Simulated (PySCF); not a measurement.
## Nd⁴²⁺: ionisation energy

Nd⁴²⁺ [Ar] (1S) → Nd⁴³⁺ [Ne] 3s2 3p5 (2P), as a difference of total energies. Computed with PySCF 2.14 in an uncontracted even-tempered set (18 s from 8.4 bohr⁻², ratio 2.5; 12 p from 11 bohr⁻², ratio 2.5; 4 d from 48 bohr⁻², ratio 2.7; 4 f from 71 bohr⁻², ratio 2.7), with the spin-free X2C one-electron Hamiltonian (Gaussian nucleus). Correlated levels: outer shells: 1s2 frozen; virtual orbitals above 40 to 60 times the deepest correlated orbital energy dropped. The calculations carry no spin-orbit coupling.

| method | ionisation energy (eV) |
| --- | --- |
| UHF | 3414.2 |
| MP2 (outer shells) | 3415.2 |
| SCS-MP2 (outer shells) | 3415.1 |
| CCSD (outer shells) | 3415.1 |
| CCSD(T) (outer shells) | 3415.1 |

A first-order spin-orbit estimate (lowest level to lowest level, LS coupling) adds -40.413 eV.

Breit and QED terms and the two-electron picture change are absent.

For comparison: 3371 ± 4 eV (theoretical estimate listed by NIST; NIST Atomic Spectra Database, ionization energies).
